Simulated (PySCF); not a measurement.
**Exercise with solution: oscillator strength and radiative lifetime**

CHF2NOSi, SMILES O=C=N[SiH](F)F.

Geometry: B3LYP-D3(BJ)/def2-SVP. The values are those of a single conformer.

TDA-PBE/def2-SVPD in PySCF puts the first singlet state with f over 0.02 at 8.34 eV (vertical), with the transition dipole (-1.366, -0.138, 0.000) in atomic units.

Q: Find the oscillator strength, the wavelength and the radiative lifetime that this transition would have in vacuum if emission retraced absorption.

A: 
|μ|² = 1.8850 au, so |μ| = 3.49 D. ΔE = 8.34/27.211 = 0.3065 hartree. f = (2/3) ΔE |μ|² = 0.385 (the program prints 0.385).
λ = 1239.84/8.34 = 149 nm; ν = 67267 cm⁻¹.
Einstein's coefficient A = 0.6670 ν² f s⁻¹ (ν in cm⁻¹) = 1.2e9 s⁻¹, so τ = 1/A = 0.86 ns. This state is S6; the lower singlets have f = 0.001, 0.000, 0.000, 0.007, 0.005. The figure is the radiative limit of this one transition; relaxation, internal conversion, crossing to triplets and a medium change what is measured.
